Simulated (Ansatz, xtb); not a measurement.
# Two isomers of C5H5BF2O

We compare X, `Cc1ccc(B(F)F)o1`, a singlet, with Y, `FB(F)C1=COC=CC1`, a singlet. Both are isolated molecules in the gas phase, relaxed with PBE-D3(BJ)/def2-SVP; the shapes shown needn't be the lowest conformers.

X (Å):

```yaml
atoms:
  - { symbol: C, position_ang: [1.7101, 0.9769, 2.2316] }
  - { symbol: C, position_ang: [0.4540, 0.5037, 1.5927] }
  - { symbol: C, position_ang: [0.1459, -0.6115, 0.8286] }
  - { symbol: C, position_ang: [-1.2368, -0.5036, 0.5071] }
  - { symbol: C, position_ang: [-1.7024, 0.6688, 1.0895] }
  - { symbol: B, position_ang: [-3.0860, 1.3322, 1.1056] }
  - { symbol: F, position_ang: [-4.1104, 0.7552, 0.4682] }
  - { symbol: F, position_ang: [-3.3240, 2.4820, 1.7380] }
  - { symbol: O, position_ang: [-0.6497, 1.2746, 1.7524] }
  - { symbol: H, position_ang: [2.0058, 1.9742, 1.8445] }
  - { symbol: H, position_ang: [1.5882, 1.0760, 3.3304] }
  - { symbol: H, position_ang: [2.5323, 0.2657, 2.0327] }
  - { symbol: H, position_ang: [0.8420, -1.4065, 0.5401] }
  - { symbol: H, position_ang: [-1.8403, -1.2007, -0.0856] }
```

Y (Å):

```xyz
14

C     0.6236    0.7641    1.3826
C     0.4346    1.1749    2.6664
C    -1.8057    1.7267    2.3225
C    -1.7654    1.3572    1.0318
C    -0.5184    0.8176    0.3788
B     2.0220    0.2498    0.9943
F     2.2799   -0.1712   -0.2498
F     3.0387    0.1967    1.8658
O    -0.7229    1.6542    3.1854
H     1.2290    1.1557    3.4281
H    -2.6891    2.1243    2.8399
H    -2.6882    1.4587    0.4407
H    -0.7093   -0.1927   -0.0524
H    -0.2377    1.4415   -0.5017
```

Quicker runs give these differences E(Y) − E(X): GFN2-xTB +19.0 kcal/mol; HF/STO-3G +20.3 kcal/mol (at GFN2-xTB geometries); r2SCAN-D4/def2-SVP +18.1 kcal/mol (at GFN2-xTB geometries).

Problem. Estimate E(Y) − E(X) at the level CCSD(T)/def2-SVP + ΔMP2/def2-TZVPP.

Solution. Calculated at CCSD(T)/def2-SVP + ΔMP2/def2-TZVPP: E(Y) − E(X) = +15.9 kcal/mol, so structure X lies lower.

How the difference moves with the method:

```json
{"level": "GFN2-xTB", "geometry": "GFN2-xTB", "E(Y) − E(X) (kcal/mol)": "+19.0", "departure from the last row (kcal/mol)": "+3.1", "job, with rough time for the two": "optimisation, 0.11 s"}
{"level": "HF/STO-3G", "geometry": "GFN2-xTB", "E(Y) − E(X) (kcal/mol)": "+20.3", "departure from the last row (kcal/mol)": "+4.4", "job, with rough time for the two": "single point, 0.36 s"}
{"level": "r2SCAN-D4/def2-SVP", "geometry": "GFN2-xTB", "E(Y) − E(X) (kcal/mol)": "+18.1", "departure from the last row (kcal/mol)": "+2.2", "job, with rough time for the two": "single point, 3.5 s"}
{"level": "PBE-D3(BJ)/def2-SVP", "geometry": "PBE-D3(BJ)/def2-SVP", "E(Y) − E(X) (kcal/mol)": "+18.4", "departure from the last row (kcal/mol)": "+2.5", "job, with rough time for the two": "optimisation, 34 s"}
{"level": "HF/def2-SVP", "geometry": "PBE-D3(BJ)/def2-SVP", "E(Y) − E(X) (kcal/mol)": "+12.7", "departure from the last row (kcal/mol)": "−3.2", "job, with rough time for the two": "part of the CCSD(T) run"}
{"level": "MP2/def2-SVP", "geometry": "PBE-D3(BJ)/def2-SVP", "E(Y) − E(X) (kcal/mol)": "+20.5", "departure from the last row (kcal/mol)": "+4.6", "job, with rough time for the two": "part of the CCSD(T) run"}
{"level": "CCSD(T)/def2-SVP", "geometry": "PBE-D3(BJ)/def2-SVP", "E(Y) − E(X) (kcal/mol)": "+16.3", "departure from the last row (kcal/mol)": "+0.4", "job, with rough time for the two": "single point"}
{"level": "CCSD(T)/def2-SVP + ΔMP2/def2-TZVPP", "geometry": "PBE-D3(BJ)/def2-SVP", "E(Y) − E(X) (kcal/mol)": "+15.9", "departure from the last row (kcal/mol)": "", "job, with rough time for the two": "single point, 1.7 min"}
```

As drawn, Y has 2 C=C, 2 C–O, 1 C–C in place of 3 C∷C, 2 C∷O (∷ is an aromatic bond). Structure X has a 5-membered ring (with an aromatic ring), Y a 6-membered ring.

None of the levels shown reverses the order. The largest departure from CCSD(T)/def2-SVP + ΔMP2/def2-TZVPP is that of MP2/def2-SVP, 4.6 kcal/mol. The last row adds to CCSD(T) the change of the MP2 difference between the two basis sets, here −0.4 kcal/mol.

With thermal terms from frequencies at re-optimised GFN2-xTB minima (ideal gas, soft modes damped towards free rotors, one conformer each, 298.15 K, 1 atm): the zero-point term adds +0.2 kcal/mol; ΔH is +15.8 and ΔG +16.5 kcal/mol.

The correlated steps freeze 9 core orbitals. Run with Ansatz 0.2.0, xtb 6.7.1; the last row on 4 threads of Arm Neoverse V2 on a shared host.
